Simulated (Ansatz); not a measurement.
Total energies of tri-p-tolylsulfonium bromide, `Cc1ccc([S+](c2ccc(C)cc2)c2ccc(C)cc2)cc1.[Br-]` from Ansatz at PBE0-D4/def2-TZVP, gas phase (1 Eh = 27.2114 eV = 2625.5 kJ/mol). The reference geometry is relaxed at PBE-D4/def2-SVP.

```
                 state                    geometry  energy (Eh)
      charge 0 singlet                   reference  -3784.13126
      charge 1 doublet                   reference  -3783.87236
     charge -1 doublet                   reference  -3784.14246
     charge -1 doublet  relaxed at PBE-D4/def2-SVP  -3784.16406
 free C atom (triplet)                           –    -37.80537
 free S atom (triplet)                           –   -397.97371
 free H atom (doublet)                           –     -0.50104
free Br atom (doublet)                           –  -2573.81189
```

Single mean-field runs in def2-TZVP are fitted with def2-universal-jkfit.

Problem. Work out the vertical ionisation energy to the doublet.

Solution. E(charge 1 doublet) − E(charge 0 singlet) = -3783.87236 − (-3784.13126) = 0.25890 Eh = 7.05 eV. For comparison, −ε of the highest occupied level is 5.45 eV at this level, 1.60 eV less.

Problem. Work out the vertical electron affinity, to the doublet.

Solution. E(charge 0 singlet) − E(charge -1 doublet) = -3784.13126 − (-3784.14246) = 0.01120 Eh = 0.30 eV. The basis lacks diffuse functions, which makes affinities too small.

Problem. Give the fundamental gap IE − EA, the Mulliken electronegativity (IE + EA)/2 and the hardness (IE − EA)/2.

Solution. From the values in Eh: IE − EA = 0.25890 − 0.01120 = 0.24770 Eh = 6.74 eV; (IE + EA)/2 = 3.67 eV; (IE − EA)/2 = 3.37 eV. The HOMO–LUMO gap of the same run is 4.05 eV, 2.69 eV smaller than the fundamental gap.

Problem. How much does the charge -1 doublet relax, and what is the adiabatic electron affinity?

Solution. Relaxation: -3784.14246 − (-3784.16406) = 0.02160 Eh = 0.59 eV. Adiabatic electron affinity: 0.03280 Eh = 0.89 eV, without zero-point energy. Bonds change on the way (1 lost, 0 formed), so the relaxed form is another species. 

Problem. What is the binding energy per atom against free atoms?

Solution. Atoms: 21 × (-37.80537) + 1 × (-397.97371) + 21 × (-0.50104) + 1 × (-2573.81189) = -3776.22021 Eh. Binding: -3776.22021 − (-3784.13126) = 7.91105 Eh = 215.27 eV, or 4.89 eV for each of 44 atoms (no zero-point energy, no counterpoise term).

At PBE0-D4/def2-TZVP the highest occupied level of the charge -1 doublet lies above zero (up to 0.88 eV). By energy differences its removal costs 0.30 eV (vertical, to the charge 0 singlet, at PBE0-D4/def2-TZVP); self-interaction error and the lack of diffuse functions both raise the level.
